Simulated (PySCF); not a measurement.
Computed properties of F3HOZr, SMILES [Zr]([F])([OH])([F])[F], multiplicity 1

Zr(F)3(OH) (F3HOZr), SMILES [F][Zr]([F])([OH])[F], multiplicity 1. Coordinates come from a B3LYP-D3(BJ)/def2-SVP optimisation. The spin state was assumed, not searched. The structure was generated by enumeration; whether it is a known compound was not checked. The def2 effective core potentials stand for the cores of Zr; spin–orbit coupling is left out. The values are those of a single conformer. All values are computed for the isolated molecule unless a solvent is named; none is compared with measurement here.

**Structure.** The optimised structure has C3v symmetry. All 12 harmonic modes at B3LYP-D3(BJ)/def2-SVP (PySCF) are real, so it is a minimum. With heavy atoms numbered as in [Zr:1]([F:2])([F:3])([F:4])[OH:5], the shortest bond between them is Zr1–O5 at 1.910 Å and the longest Zr1–F3 at 1.914 Å.

**Vibrations.** The strongest infrared lines (harmonic, unscaled, degenerate partners summed) lie at 313 cm⁻¹ (393 km/mol, H 82 %, O 16 %), 690 cm⁻¹ (357 km/mol, F 76 %, Zr 24 %), 3963 cm⁻¹ (315 km/mol, H 94 %). The softest mode is at 158 cm⁻¹ and the zero-point energy is 11.8 kcal/mol.

**Electronic structure.** B3LYP/def2-TZVP (PySCF) places the frontier levels at -9.99 and -1.06 eV, a gap of 8.93 eV, and gives a dipole moment of 2.74 D and a mean polarisability of 36.7 bohr³. PBE/def2-TZVP (PySCF) at the same geometry gives -8.49 and -1.67 eV, so its gap is 2.11 eV narrower. An orbital gap is neither the optical nor the fundamental gap.

**Excitations.** TDA-PBE0/def2-SVPD (PySCF) has S1 at 7.58 eV (164 nm, f = 0.000, dark); the most intense of the 10 singlets computed lies at 8.37 eV (f = 0.06). Strengths of degenerate partners are summed. T1 (TDA) is at 7.14 eV, 0.44 eV under S1. TDA-PBE/def2-SVPD (PySCF) puts S1 at 6.80 eV. No vertical singlet excitation falls in the visible range (under 3.1 eV).
